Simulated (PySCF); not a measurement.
Br2, SMILES BrBr (connectivity only; charge and spin as stated), charge -1, multiplicity 2.

Coordinates come from a PBE0-D3(BJ)/def2-TZVPD optimisation.

Two levels are set side by side: PBE/def2-TZVPD (PySCF) and PBE0/def2-TZVPD (PySCF). Same geometry, gas phase. Differences are taken from unrounded values.

| quantity | PBE0 |
|---|---|
| α-spin orbital gap (eV) | 5.61 |
| β-spin orbital gap (eV) | 3.29 |
| mean polarisability (bohr³) | 81.2 |

Problem. What does PBE give, and how far is it from PBE0? (The exact figures need the calculation; the answer reports its results.)

Solution. 
```json
[
 {"quantity": "α-spin orbital gap (eV)", "PBE": "4.01", "PBE minus PBE0": "-1.60"},
 {"quantity": "β-spin orbital gap (eV)", "PBE": "1.28", "PBE minus PBE0": "-2.01"},
 {"quantity": "mean polarisability (bohr³)", "PBE": "82.8", "PBE minus PBE0": "1.6"}
]
```

Rough cost on one machine, each run with all the roots and properties that it gave: PBE0 against PBE about 1/2.
